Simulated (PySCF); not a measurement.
SMILES S[SiH2][SiH2]S (H6S2Si2), B3LYP/def2-SVP optimised geometry. Atoms within 1.6 Å of the plane z = 0.8 Å (x, y, z in Å): S1 (2.58, -1.38, 0.00), Si2 (0.40, -1.38, 0.00), Si3 (-0.37, 0.84, 0.00), S4 (-2.53, 0.80, 0.18), H5 (2.70, -0.72, 1.18), H7 (-0.16, -2.14, 1.16), H8 (0.26, 1.58, 1.14), H10 (-2.70, 2.14, 0.07).

Calculation: B3LYP/def2-TZVP (PySCF).

Map of the Laplacian of the electron density (e/bohr⁵) on the plane z = 0.8 Å:

```
|7777777777777777777777777|
|7777777777777777777777777|
|7777777777777777777777777|
|7777777777777777777777777|
|7777777777777777777777777|
|7777777777777777777777777|
|7777788877778877777777777|
|7777889888888887777777777|
|7778899988873488777777777|
|7778964788861488777777777|
|7778814288896787777777777|
|7778841688887887777777777|
|7778888988887888888887777|
|7777888888887888898888777|
|7777777777887888890398777|
|7777777777887988993598777|
|7777777777873688887898777|
|7777777777850688888888777|
|7777777777887888888887777|
|7777777777788877777777777|
|7777777777777777777777777|
|7777777777777777777777777|
|7777777777777777777777777|
|7777777777777777777777777|
|7777777777777777777777777|
```
Scale: ten equal steps from -0.425 (start of '0') to 0.130 (end of '9'), in the order '0123456789'; x runs from -5.00 to 5.00, y from -5.00 (bottom) to 5.00 (top).
